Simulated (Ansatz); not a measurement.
Geometry optimisation, Ansatz, RHF/def2-SVP.

Input:

```yaml
crystal:
  periodic: [false, false, false]
  atoms:
    - { symbol: Ga, position_ang: [-0.000139, -0.19741, -0.148109] }
    - { symbol: Cl, position_ang: [0.00331, -0.759187, 1.995394] }
    - { symbol: "N", position_ang: [1.601397, -0.078853, -0.971258] }
    - { symbol: H, position_ang: [2.467587, -0.184859, -0.484888] }
    - { symbol: H, position_ang: [1.729059, 0.279454, -1.894843] }
    - { symbol: "N", position_ang: [-1.607891, 0.026238, -0.931259] }
    - { symbol: H, position_ang: [-2.472922, -0.077264, -0.441085] }
    - { symbol: H, position_ang: [-1.747441, 0.199167, -1.905252] }
    - { symbol: H, position_ang: [0.105181, 2.286021, 1.083575] }
    - { symbol: H, position_ang: [0.076959, 1.787892, 1.591126] }
basis:
  gaussian: { orbitals: def2-SVP }
hamiltonian:
  xc: hf
relax:
  f_tol: 0.03
  max_steps: 50
```

Command:

```bash
$ ansatz run input.yaml --threads 2 --pin off --max-ram 3072MiB --backend cpu --events-out ev --progress --plain --runs-dir out
```

Problem. Where does it end, and by what steps?

Solution. It converged. The force dipped under the threshold on the way, but the program's further checks kept it going. After 21 steps the energy has fallen by 0.158 eV; H9 moved furthest, 1.42 Å.

```
step  energy less start (eV)  largest force component (eV/Å)  accepted
   0                  0.0000                           1.201       yes
   1                 -0.1170                           0.287       yes
   2                 -0.1346                           0.169       yes
   3                 -0.1481                           0.073       yes
   4                 -0.1510                           0.122       yes
   5                 -0.1524                           0.066       yes
   6                 -0.1529                           0.056       yes
   7                 -0.1534                           0.047       yes
   8                 -0.1538                           0.051       yes
   9                 -0.1547                           0.172       yes
  10                 -0.1554                           0.109       yes
  11                 -0.1559                           0.005       yes
  12                 -0.1564                           0.039       yes
  13                 -0.1559                           0.274        no
  14                 -0.1567                           0.081       yes
  15                 -0.1565                           0.089        no
  16                 -0.1572                           0.007       yes
  17                 -0.1574                           0.018       yes
  18                 -0.1576                           0.055       yes
  19                 -0.1578                           0.140       yes
  20                 -0.1580                           0.074       yes
  21                 -0.1581                           0.003       yes
```

```xyz
10
Properties=species:S:1:pos:R:3
Ga -0.001 -0.383 -0.340
Cl 0.017 -0.701 1.804
N 1.594 -0.296 -1.176
H 2.469 -0.386 -0.699
H 1.720 -0.141 -2.156
N -1.611 -0.231 -1.140
H -2.477 -0.284 -0.643
H -1.752 -0.070 -2.116
H 0.105 3.255 2.119
H 0.091 2.518 2.240
```

Whether the end is a true minimum wasn't checked by a vibrational analysis.

The run took 100 s on 2 threads of Intel(R) Xeon(R) Processor @ 2.50GHz (Skylake/Cascade Lake) (shared host), peak memory 0.25 GiB.
